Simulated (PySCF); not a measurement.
# CsB: energy against distance

Set-up: Cs def2-SVP with ECP46, B def2-SVP; scalar-relativistic core potentials (PySCF 2.14). Energies in eV from Cs + B in their ground configurations at the same level. All curves are PBE0. state 1: ³Π (triplet), unpaired electrons σ ↑, π ↑; state 2: ³Σ⁻ (triplet), unpaired electrons π ↑↑, a second solution, started from another occupation; state 3: Ms = 0 determinant of mixed spin (⟨S²⟩ near 1.0), unpaired electrons σ ↑, π ↓, a second solution, started from another occupation; state 4: Ms = 0 determinant of mixed spin (⟨S²⟩ near 1.0), unpaired electrons π ↑↓, a mixture of terms (⟨Lz²⟩ = 2.0), a second solution, started from another occupation.

```json
{"R (Å)": "2.738", "state 1": "-0.6988", "state 2": "-0.8955", "state 3": "-0.4739", "state 4": "-0.6581"}
{"R (Å)": "2.866", "state 1": "-0.8648", "state 2": "-0.9132", "state 3": "-0.6383", "state 4": "-0.6781"}
{"R (Å)": "2.993", "state 1": "-0.9560", "state 2": "-0.8835", "state 3": "-0.7305", "state 4": "-0.6504"}
{"R (Å)": "3.088", "state 1": "-0.9879", "state 2": "-0.8391", "state 3": "-0.7644", "state 4": "-0.6074"}
{"R (Å)": "3.184", "state 1": "-0.9961", "state 2": "-0.7809", "state 3": "-0.7759", "state 4": "-0.5507"}
{"R (Å)": "3.280", "state 1": "-0.9864", "state 2": "-0.7128", "state 3": "-0.7704", "state 4": "-0.4842"}
{"R (Å)": "3.407", "state 1": "-0.9534", "state 2": "-0.6117", "state 3": "-0.7444", "state 4": "-0.3854"}
{"R (Å)": "3.566", "state 1": "-0.8917", "state 2": "-0.4762", "state 3": "-0.6934", "state 4": "-0.2532"}
{"R (Å)": "3.757", "state 1": "-0.8029", "state 2": "-0.3094", "state 3": "-0.6197", "state 4": "-0.0910"}
{"R (Å)": "4.012", "state 1": "-0.6802", "state 2": "-0.0925", "state 3": "-0.5188", "state 4": "0.1191"}
```

Put a parabola through the three lowest points of the state 1 curve and estimate Re, k and ωe (reduced mass 10.17 u; 1 eV/Å² = 0.16022 mdyn/Å; ωe = 1302.8·√(k/μ) cm⁻¹).

Through R = 3.088, 3.184, 3.28 Å the second-order coefficient is 0.971 eV/Å², so Re ≈ 3.180 Å, k ≈ 0.311 mdyn/Å and ωe ≈ 228 cm⁻¹. A polynomial fit of higher order to the unrounded PBE0 energies gives Re = 3.176 Å, k = 0.321 mdyn/Å, ωe = 232 cm⁻¹; anharmonicity and rounding make the difference.

The higher-order fit for each curve: state 1: Re = 3.176 Å, ωe = 232 cm⁻¹, De = 1.00 eV; state 2: Re = 2.843 Å, ωe = 287 cm⁻¹, minimum 0.91 eV below the ground-state fragments; state 3: Re = 3.196 Å, ωe = 218 cm⁻¹, minimum 0.78 eV below the ground-state fragments; state 4: Re = 2.848 Å, ωe = 286 cm⁻¹, minimum 0.68 eV below the ground-state fragments.

These are scalar-relativistic numbers at best; spin–orbit coupling would shift them, the dissociation energy most. The state was picked by a PBE0 search and need not be the measured ground state.
